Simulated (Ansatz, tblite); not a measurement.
Cost and result up the ladder for Si(CCH)Cl3 (C₂HCl₃Si) (7 atoms). Total charge 0; singlet. Geometry: r2SCAN-D4/def2-SVP.

```xyz
7

Si    0.6498    0.2265   -0.6964
C    -0.5461   -0.1938    0.5913
C    -1.3589   -0.4730    1.4573
H    -2.0732   -0.7222    2.2231
Cl    1.3435   -1.4826   -1.5847
Cl    2.2270    1.2418    0.1240
Cl   -0.2421    1.4032   -2.1147
```

Ansatz on 4 threads of Intel Xeon on a shared host; xTB runs through tblite on one thread. Times are rough, summed over both states, and most runs start from the orbitals of an earlier one. No level here is sound enough to serve as a yardstick. The other state is a doublet.

The xTB rows come from tblite. HOMO above LUMO, or a gap near zero within one spin, warns that the state may not be the lowest or that an electron is smeared out.

Raw xTB energies of ions are shifted by several eV.

| level | functions | wall time |
| --- | --- | --- |
| GFN1-xTB | 46 | 0.057 s |
| GFN2-xTB | 45 | 0.074 s |
| PBE-D4/def2-TZVP (with forces) | 216 | 23 s |
| BLYP-D4/def2-TZVP | 216 | 25 s |

Q: Estimate what each level gives for the vertical IE (eV).

A: 
```json
{"level": "GFN1-xTB", "vertical IE (eV)": "14.84", "remarks": "–"}
{"level": "GFN2-xTB", "vertical IE (eV)": "14.60", "remarks": "–"}
{"level": "PBE-D4/def2-TZVP (with forces)", "vertical IE (eV)": "10.37", "remarks": "gap within one spin near zero (+1 doublet)"}
{"level": "BLYP-D4/def2-TZVP", "vertical IE (eV)": "10.20", "remarks": "gap within one spin near zero (+1 doublet)"}
```
